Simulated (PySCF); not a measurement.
ReO₃, SMILES [O]=[Re](=[O])=[O] (connectivity only; charge and spin as stated), neutral, multiplicity 2. Atoms are numbered in the order given.

```xyz
4

Re     0.0000     0.0000     0.0922
O      1.4427     0.8330    -0.2880
O      0.0000    -1.6659    -0.2880
O     -1.4427     0.8330    -0.2880
```
Charge 0, spin multiplicity 2.

The structure is a stationary point at B3LYP-D3(BJ)/def2-TZVP. The spin state was assumed, not searched. The isomer is the one that the SMILES or the coordinates give; other isomers of the formula were not compared. The def2 effective core potentials stand for the cores of Re; spin–orbit coupling is left out.

All values below come from B3LYP-D3(BJ)/def2-TZVP (PySCF 2.14.0).

Frequencies are harmonic and unscaled.

Modes within 1.5 cm⁻¹ of each other (mostly degenerate sets) share a row, with their intensities summed.

```json
[
 {"mode": "1", "ν (cm⁻¹)": "187", "IR (km/mol)": "19.4", "moving atoms (share of kinetic energy)": "O 81 %, Re 19 %"},
 {"mode": "2–3", "ν (cm⁻¹)": "321", "IR (km/mol)": "3.4", "moving atoms (share of kinetic energy)": "O 93 %"},
 {"mode": "4–5", "ν (cm⁻¹)": "993", "IR (km/mol)": "327.0", "moving atoms (share of kinetic energy)": "O 88 %, Re 12 %"},
 {"mode": "6", "ν (cm⁻¹)": "1038", "IR (km/mol)": "6.9", "moving atoms (share of kinetic energy)": "O 98 %"}
]
```
